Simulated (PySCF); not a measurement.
# NMR data sheet: C8H14

```yaml
Formula: C8H14
SMILES: C1C[C@H]2CCC[C@H]2C1
Point_group_of_the_computed_structure: Cs
Degrees_of_unsaturation: 2
Carbon_signals: 3
Proton_signals: 5
```

Mapped SMILES: `[CH2:1]1[CH2:2][C@H:3]2[CH2:4][CH2:5][CH2:6][C@H:7]2[CH2:8]1`; H(Xn) means a hydrogen on atom n. Ha(C4), Ha(C5), Ha(C6) are cis to C2 on the ring; Ha(C1), Ha(C2), Ha(C8) are cis to C4 on the ring; Hb(C4), Hb(C5), Hb(C6) are trans to C2 on the ring; Hb(C1), Hb(C2), Hb(C8) are trans to C4 on the ring.

PySCF 2.14 calculation with structure optimised with GFN2-xTB and NMR shieldings at PBE0/pcSseg-1/GIAO; isolated molecule, rapidly exchanging positions averaged, relativity neglected, a single conformation.

δ = σ(ref) − σ, references computed at the same level: 1H, 13C against TMS.

| carbon | δC, type | δH (multiplicity) | HMBC from (2–3 bonds) | span of the C tensor (ppm) |
| --- | --- | --- | --- | --- |
| C1/C5 | 28.6, CH2 | Ha(C1) 1.56 (m); Hb(C1) 1.40 (m) | H(C3)/H(C7), Hb(C2)/Hb(C4)/Hb(C6)/Hb(C8), Ha(C2)/Ha(C4)/Ha(C6)/Ha(C8) | 42 |
| C2/C4/C6/C8 | 37.7, CH2 | Ha(C2) 1.19 (m); Hb(C2) 1.80 (m) | H(C3)/H(C7), Hb(C2)/Hb(C4)/Hb(C6)/Hb(C8), Ha(C1)/Ha(C5), Hb(C1)/Hb(C5), Ha(C2)/Ha(C4)/Ha(C6)/Ha(C8) | 44 |
| C3/C7 | 46.1, CH | 2.41 (m) | H(C3)/H(C7), Hb(C2)/Hb(C4)/Hb(C6)/Hb(C8), Ha(C1)/Ha(C5), Hb(C1)/Hb(C5), Ha(C2)/Ha(C4)/Ha(C6)/Ha(C8) | 54 |

1. Carbon types of the structure: 2 × CH, 6 × CH2, which accounts for all hydrogens.
2. δC 46.1: sp3 CH in a ring; a saturated carbon with 3 carbon neighbours and no heteroatom attached.
3. δC 37.7, 28.6: sp3 CH2 in a ring; a saturated carbon with 2 carbon neighbours and no heteroatom attached.
4. δH 2.41: hydrogen on an sp3 CH in a ring.
5. δH 1.80, 1.56, 1.40, 1.19: hydrogen on an sp3 CH2 in a ring; far from electronegative atoms and π systems.

Shifts are as computed. Against solution values, carbons near 30 ppm lie about +3 ppm off and those near 130 ppm about +5 ppm. Of 1211 compounds with measured shifts, 218 miss one by over three times the rms of a fit or turn the order of signals round; such compounds aren't used in these exercises. Multiplicities follow the n + 1 count of equivalent neighbours, as no J values were calculated; m marks all less simple cases, F and P coupling included.
